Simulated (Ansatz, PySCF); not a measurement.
Pair of molecules: SiH4 (SMILES [SiH4]) (first 5 atoms) with CH2O (SMILES C=O); geometry from B3LYP-D3(BJ)/def2-TZVP, rigid monomers moved along the line of their centres of mass till Si1···O7 is 2.84 Å.
(charge 0, multiplicity 1):
```xyz
9

Si     0.026     0.242     0.177
H      1.299    -0.019     0.888
H      0.355     0.708    -1.194
H     -0.729     1.308     0.869
H     -0.777    -0.994     0.083
C      0.452    -0.294     3.534
O     -0.475    -0.604     2.839
H      0.446    -0.470     4.626
H      1.359     0.183     3.118
```

Monomers are frozen at their geometry in the pair; levels with a basis set take the counterpoise correction. Rows marked so take none.

Rows in 6-31G* carry no dispersion term and start afresh at each structure (6-31G* with six Cartesian d functions).

Programs: Ansatz (a program for electronic structure); PySCF for 6-31G* rows, the dispersion terms. Values without a source in brackets are computed.

Task: One of these levels gives -14.0 kJ/mol for the interaction energy. Which?
A. M06-2X/6-31G* (no counterpoise)
B. B3LYP/def2-TZVPPD
C. PBE0-D3(BJ)/def2-TZVPPD
D. HF/6-31G*

Result: A, M06-2X/6-31G* (no counterpoise). The others give 8.8 (HF/6-31G*), 3.7 (B3LYP/def2-TZVPPD), -6.3 (PBE0-D3(BJ)/def2-TZVPPD)
